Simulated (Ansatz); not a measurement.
Stepwise reaction of `F[SiH]([SiH3])[SiH3]` with water, as a gas-phase model of exchange steps in deposition or etching. ΔE in kJ/mol; ΔG adds harmonic PBE0-D4 terms to CCSD(T)/CBS, at 1 bar.

Calculated with Ansatz (gas phase, PBE0-D4/def2-TZVP geometries, no zero-point term in ΔE). CBS: MP2 limit from def2 TZ/QZ plus the TZ coupled-cluster correction, frozen cores. This one scheme is used for every species. Functionals use def2-TZVPP. B3LYP here is the variant with VWN-RPA as its local correlation; programs differ in this. Each species was taken in one conformer, which may not be the lowest.

| step | reaction | PBE-D4 | B3LYP-D4 | ωB97M-V | CCSD(T)/CBS | ΔG(600 K) |
| --- | --- | --- | --- | --- | --- | --- |
| 2 | `O[SiH](F)[SiH3]` + H₂O → `O[SiH](O)F` + SiH₄ | -111.6 | -132.4 | -139.2 | -132.4 | -125.6 |

**Question.** Give the row of step 1, `F[SiH]([SiH3])[SiH3]` + H₂O → `O[SiH](F)[SiH3]` + SiH₄. (Estimate.)

**Answer.** Computed: 
```json
{"step": "1", "reaction": "`F[SiH]([SiH3])[SiH3]` + H₂O → `O[SiH](F)[SiH3]` + SiH₄", "PBE-D4": "-89.8", "B3LYP-D4": "-111.3", "ωB97M-V": "-117.0", "CCSD(T)/CBS": "-109.3", "ΔG(600 K)": "-101.8"}
```

**Question.** By hand: ΔE of the 2 steps together at CCSD(T)/CBS.

**Answer.** (-109.3) + (-132.4) = -241.7 kJ/mol, or -120.8 kJ/mol a step.

In ΔE each step is lower than the one before. All are downhill at CCSD(T)/CBS. ΔG lies between -125.6 and -101.8 kJ/mol a step. PBE-D4 differs from CCSD(T)/CBS by 19.5 to 20.8 kJ/mol a step. Isolated molecules leave out the surface, adducts and barriers. Largest T1 diagnostic: 0.013.
